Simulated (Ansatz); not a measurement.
Gas-phase electronic energies from Ansatz, PBE0-D4/def2-TZVP geometries. CBS: MP2 limit from def2 TZ/QZ plus the TZ coupled-cluster correction, frozen cores. Functionals use def2-TZVPP. B3LYP here is the variant with VWN-RPA as its local correlation; programs differ in this. For Ge outer-core shells are correlated without core-valence functions, which leaves a few kJ/mol of doubt a bond. Scalar relativity is left out up to krypton. One conformer a species, not always the lowest.

`BC(=C)[NH][GeH3]` → `CB1[CH2][GeH2][NH]1`  (isomerisation)

```csv
level,ΔE (eV),difference from CCSD(T)/CBS
PBE-D4,-2.63,0.05
r2SCAN-D4,-2.67,0.01
PBE0-D4,-2.74,-0.06
B3LYP-D4,-2.46,0.22
ωB97X-V,-2.67,0.01
ωB97M-V,-2.70,-0.02
B2PLYP,-2.57,0.11
PBE,-2.64,0.04
r2SCAN,-2.67,0.01
PBE0,-2.75,-0.07
B3LYP,-2.47,0.21
HF/def2-TZVPP,-2.37,0.31
MP2/def2-TZVPP,-2.80,-0.12
SCS-MP2/def2-TZVPP,-2.65,0.03
CCSD/def2-TZVPP,-2.68,0.00
CCSD(T)/def2-TZVPP,-2.67,0.01
HF/def2-QZVPP,-2.36,0.32
MP2/def2-QZVPP,-2.80,-0.12
SCS-MP2/def2-QZVPP,-2.66,0.02
HF/CBS(def2),-2.35,0.33
MP2/CBS(def2),-2.81,-0.13
CCSD/CBS(def2),-2.69,-0.01
CCSD(T)/CBS,-2.68,0
```

Largest T1 diagnostic among the species: 0.012.

From PBE to PBE0 (25 % exact exchange), in def2-TZVPP and without D4, ΔE moves by −0.11 eV. In def2-TZVPP, CCSD(T) changes the Hartree–Fock value by −0.30 eV (the triples alone add +0.01 eV) and MP2 by −0.43 eV.
